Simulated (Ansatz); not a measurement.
Cost and result for the atomization energy of `[SiH3]/C=C\[SiH2]Cl` (12 atoms, 11 bonds).

```csv
atom,x (Å),y (Å),z (Å)
Si1,-0.5208,1.2371,1.2595
C2,-0.9456,-0.4821,0.6639
C3,-0.3315,-1.1721,-0.3037
Si4,1.1317,-0.6158,-1.3136
Cl5,0.6002,0.9401,-2.5566
H6,0.7341,1.7131,0.6269
H7,-0.3584,1.2151,2.7377
H8,-1.6309,2.1680,0.9265
H9,-1.7961,-0.9567,1.1574
H10,-0.7162,-2.1639,-0.5474
H11,2.2586,-0.1458,-0.4755
H12,1.5747,-1.7371,-2.1752
```

The species carries charge 0 and has multiplicity 1. Geometry: relaxed with PBE0-D4/def2-TZVP. It is one conformer, not always the lowest. Program: Ansatz. All runs use 4 threads of a server CPU on a shared host. Times are those of one run each, without the atoms' runs, and a repeat can differ threefold. Electronic energies, without spin–orbit coupling; frozen cores. CCSD(T)/CBS adds CCSD(T) − MP2 in def2-TZVPP to the MP2 limit, and its time is that of the two runs behind it. T1 = 0.011; the RHF reference is unstable towards UHF. B3LYP takes the VWN-RPA correlation (the form of Gaussian; ORCA's B3LYP/G).

CCSD(T)/CBS is a level of theory with its own doubt, some kJ/mol a heavy atom from the limit and from the frozen cores, so smaller differences don't rank the functionals.

| level | functions | wall time | atomization (kJ/mol) | difference from CCSD(T)/CBS | per bond |
| --- | --- | --- | --- | --- | --- |
| PBE-D4/def2-TZVPP (with forces) | 286 | 3.4 s | 4198.4 | 20.0 | 1.8 |
| PBE0-D4/def2-TZVPP | 286 | 4.7 s | 4165.5 | -12.9 | -1.2 |
| r2SCAN-D4/def2-TZVPP (with forces) | 286 | 6.5 s | 4182.1 | 3.7 | 0.3 |
| B3LYP-D4/def2-TZVPP (with forces) | 286 | 7.5 s | 4170.1 | -8.3 | -0.8 |
| B2PLYP/def2-TZVPP | 286 | 8 s | 4118.8 | -59.6 | -5.4 |
| ωB97X-V/def2-TZVPP | 286 | 11 s | 4195.3 | 16.9 | 1.5 |
| ωB97M-V/def2-TZVPP (with forces) | 286 | 17 s | 4187.7 | 9.3 | 0.8 |
| MP2/def2-QZVPP | 534 | 37 s | 4168.0 | -10.4 | -1.0 |
| CCSD(T)/def2-TZVPP | 286 | 3.8 min | 4071.1 | -107.3 | -9.8 |
| CCSD(T)/CBS(def2) | – | 4.5 min | 4178.4 | 0.0 | 0.0 |

From PBE to PBE0 (25 % exact exchange), in def2-TZVPP and without D4, the atomization energy moves by −28.3 kJ/mol: exact exchange takes away binding that semilocal exchange gives to molecules. The D4 term adds +52.7 kJ/mol with B3LYP and +28.0 kJ/mol with PBE0; it sums over pairs of atoms, weighted by their polarisabilities, and B3LYP, whose exchange is more repulsive, gets the larger term. In def2-TZVPP, CCSD(T) changes the Hartree–Fock value by +903.9 kJ/mol (the triples alone add +54.3 kJ/mol) and MP2 by +937.1 kJ/mol; breaking electron pairs costs correlation energy, which Hartree–Fock lacks.
